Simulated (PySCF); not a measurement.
**IrCl3, quintet: data card**

Method: UBP86 in PySCF with Ir def2-TZVP with ECP60, Cl def2-TZVP; scalar-relativistic core potentials, no spin–orbit coupling; density-fitted integrals.

The structure is a minimum.

```
Point group                                                                   : D3h
Bond lengths                                                                  : Ir–Cl 2.246 Å (×3)
Bond angles                                                                   : Cl–Ir–Cl 120.0° (×3)
Spin squared ⟨S²⟩                                                             : 6.006
Lowest empty level (β)                                                        : -6.18 eV
Dipole moment                                                                 : 0.00 D
Heat capacity Cp at 298.15 K                                                  : 77.6 J/(mol K)
Highest occupied level (α)                                                    : -6.39 eV
Principal polarisabilities                                                    : 49.4, 103.6, 103.6 bohr³
Entropy at 298.15 K and 1 bar (electronic part: spin only)                    : 369.8 J/(mol K)
Enthalpy at 298.15 K above 0 K                                                : 19.10 kJ/mol
Rotational symmetry number                                                    : 6
Principal quadrupole moments (Buckingham, traceless) about the centre of mass : -0.52, -0.52, 1.04 D Å
Rotational constants                                                          : 0.06371, 0.06371, 0.03186 cm⁻¹
Zero-point energy                                                             : 7.5 kJ/mol
Atomisation energy without zero-point energy                                  : 1012 kJ/mol
```

Harmonic modes (masses in u: Ir 192.963, Cl 34.969):
```csv
symmetry,ω (cm⁻¹),"IR (km/mol, summed over degenerate members)",μ (u)
e',52,0.6,40.04
a2'',76,0.6,49.14
e',356,86.2,41.71
a1',361,0.0,34.97
```

In D3h the vibrations span 2e' + a2'' + a1'. The a1' mode carries no infrared intensity, as symmetry demands.

Charges (e):
```json
{"atom": "Ir1", "Mulliken": "0.67", "Löwdin": "-0.21", "polar tensor": "0.99", "spin (Mulliken)": "2.47", "Mayer order to Ir1": "–"}
{"atom": "Cl2,3,4", "Mulliken": "-0.22", "Löwdin": "0.07", "polar tensor": "-0.33", "spin (Mulliken)": "0.51", "Mayer order to Ir1": "1.17"}
```

Mulliken populations on Ir1 (electrons outside its core potential): s 2.74, p 6.34, d 7.22, f 0.02.

This need not be the most stable arrangement of these atoms. Other spin states or occupations of the open shell can lie lower. At this level a triplet minimum of C2v symmetry lies 40 kJ/mol below this structure. No spin–orbit coupling is included, which matters more the heavier the element.

The final relaxation and frequency run took roughly 6 core-minutes on a shared host.
